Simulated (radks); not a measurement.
Results of a calculation; reference values are marked as such.
Neutral molybdenum inside a hard spherical wall (all orbitals vanish at R), configuration held at [Kr] 4d5 5s1 and not refilled when levels cross. Level of theory: scalar-relativistic Kohn-Sham, LDA (Slater exchange, VWN5 correlation), spin-polarised, spherical densities, finite nucleus; open shells are filled with parallel spins first (spin-orbit coupling, left out, can overturn this in heavy ions); Fermi nuclear charge, rms radius 4.4091 fm (a radial shooting solver on a logarithmic mesh with Libxc functionals). Eigenvalues in eV for spin up, with the zero of energy where the potential of the charges vanishes at infinity; a dash marks a level that is unbound or too diffuse for the functional's potential to be trusted. A positive occupied level is held by the wall or, in an anion where self-interaction has pushed it up, behind a barrier. The pressure on the wall is -dE/dV.

R (bohr) = free: E (hartree) -4044.53009; kinetic (hartree) 4168.896; e(4s) -64.912; e(4p) -39.188; e(5s) -4.832; e(4d) -4.673; e(5p, empty) -1.412; e(6s, empty) -0.019; pressure (GPa) 0
R (bohr) = 20: E (hartree) -4044.53009; kinetic (hartree) 4168.896; e(4s) -64.912; e(4p) -39.188; e(5s) -4.832; e(4d) -4.673; e(5p, empty) -1.412; e(6s, empty) 0.130; pressure (GPa) < 0.0001
R (bohr) = 15: E (hartree) -4044.53009; kinetic (hartree) 4168.896; e(4s) -64.912; e(4p) -39.188; e(5s) -4.832; e(4d) -4.673; e(5p, empty) -1.408; e(6s, empty) 0.420; pressure (GPa) < 0.0001
R (bohr) = 12: E (hartree) -4044.53005; kinetic (hartree) 4168.897; e(4s) -64.908; e(4p) -39.183; e(5s) -4.828; e(4d) -4.669; e(5p, empty) -1.377; e(6s, empty) 1.013; pressure (GPa) 0.000763
R (bohr) = 10: E (hartree) -4044.52967; kinetic (hartree) 4168.901; e(4s) -64.878; e(4p) -39.154; e(5s) -4.802; e(4d) -4.642; e(5p, empty) -1.271; e(6s, empty) 2.065; pressure (GPa) 0.0113
R (bohr) = 8: E (hartree) -4044.52592; kinetic (hartree) 4168.930; e(4s) -64.688; e(4p) -38.966; e(5s) -4.621; e(4d) -4.473; e(5p, empty) -0.821; e(6s, empty) 4.819; pressure (GPa) 0.174
R (bohr) = 5: E (hartree) -4044.39479; kinetic (hartree) 4169.579; e(4s) -61.912; e(4p) -36.280; e(5s) -1.224; e(4d) -2.009; e(5p, empty) 4.575; e(6s, empty) 24.934; pressure (GPa) 15.4
R (bohr) = 3.5: E (hartree) -4043.57781; kinetic (hartree) 4172.721; e(4s) -54.344; e(4p) -29.085; e(5s) 13.019; e(4d) 5.659; e(5p, empty) 23.357; e(6s, empty) 77.185; pressure (GPa) 262
R (bohr) = 3: E (hartree) -4042.49318; kinetic (hartree) 4176.721; e(4s) -48.319; e(4p) -23.211; e(5s) 28.522; e(4d) 12.745; e(5p, empty) 42.188; e(6s, empty) 122.87; pressure (GPa) 856
R (bohr) = 2: E (hartree) -4030.94989; kinetic (hartree) 4216.123; e(4s) -12.101; e(4p) 15.681; e(5s) 146.78; e(4d) 61.110; e(5p, empty) 172.02; e(6s, empty) 397.42; pressure (GPa) 17800
R (bohr) = 1.5: E (hartree) -3998.19536; kinetic (hartree) 4311.491; e(4s) 63.468; e(4p) 99.059; e(5s) 387.80; e(4d) 157.66; e(5p, empty) 419.66; e(6s, empty) 875.52; pressure (GPa) 131000
